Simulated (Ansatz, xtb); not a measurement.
**AlBrFH3OSi: which of two isomers lies lower**

We compare I, `F[SiH2][O][AlH][Br]`, a singlet, with II, `[F][Al]([Br])[O][SiH3]`, a singlet. Both are isolated molecules in the gas phase, relaxed with B3LYP-D3(BJ)/def2-SVP; the shapes shown needn't be the lowest conformers.

I (Å):

```csv
atom,x (Å),y (Å),z (Å)
Al,2.0865,1.3384,-2.8564
Br,3.9902,0.6765,-1.8451
F,-1.9754,1.6381,-2.0620
O,0.6438,1.2201,-1.9744
Si,-0.7560,1.1065,-1.1312
H,-0.7012,1.9786,0.0668
H,-1.0377,-0.3113,-0.8008
H,2.0943,1.8875,-4.3193
```

II (Å):

| atom | x (Å) | y (Å) | z (Å) |
| --- | --- | --- | --- |
| Al | 0.7824 | -0.7054 | 2.4228 |
| Br | 1.7005 | -2.7408 | 2.5007 |
| F | 0.6036 | 0.1337 | 3.8386 |
| O | 0.2778 | -0.0178 | 0.9819 |
| Si | -0.2261 | 0.6468 | -0.4490 |
| H | -0.4299 | -0.4278 | -1.4616 |
| H | -1.5111 | 1.3731 | -0.2436 |
| H | 0.8046 | 1.6012 | -0.9470 |

Problem. Estimate E(II) − E(I) at the level CCSD(T)/def2-SVP + ΔMP2/def2-TZVPP.

Solution. Calculated at CCSD(T)/def2-SVP + ΔMP2/def2-TZVPP: E(II) − E(I) = −5.3 kcal/mol, so structure II lies lower.

The same difference at several levels:

```tsv
level	geometry	E(II) − E(I) (kcal/mol)	departure from the last row (kcal/mol)	job, with rough time for the two
B3LYP-D3(BJ)/def2-SVP	B3LYP-D3(BJ)/def2-SVP	−6.9	−1.7	optimisation, 2.6 min
HF/def2-SVP	B3LYP-D3(BJ)/def2-SVP	−6.7	−1.4	part of the CCSD(T) run
MP2/def2-SVP	B3LYP-D3(BJ)/def2-SVP	−8.1	−2.8	part of the CCSD(T) run
CCSD(T)/def2-SVP	B3LYP-D3(BJ)/def2-SVP	−7.9	−2.6	single point
CCSD(T)/def2-SVP + ΔMP2/def2-TZVPP	B3LYP-D3(BJ)/def2-SVP	−5.3		single point, 23 s
```

As drawn, II has 1 Al–F, 1 Si–H in place of 1 F–Si, 1 Al–H.

None of the levels shown reverses the order. The largest departure from CCSD(T)/def2-SVP + ΔMP2/def2-TZVPP is that of MP2/def2-SVP, 2.8 kcal/mol. A small imaginary or near-zero mode remains, so no thermal terms are given. Levels run at GFN2-xTB geometries aren't shown. The last row adds to CCSD(T) the change of the MP2 difference between the two basis sets, here +2.6 kcal/mol.

The correlated steps freeze 21 core orbitals; the filled d shell of Br is correlated, in a basis made for valence electrons. Run with Ansatz 0.2.0; the last row on 2 threads of Intel(R) Xeon(R) 6975P-C (Granite Rapids) on a shared host.
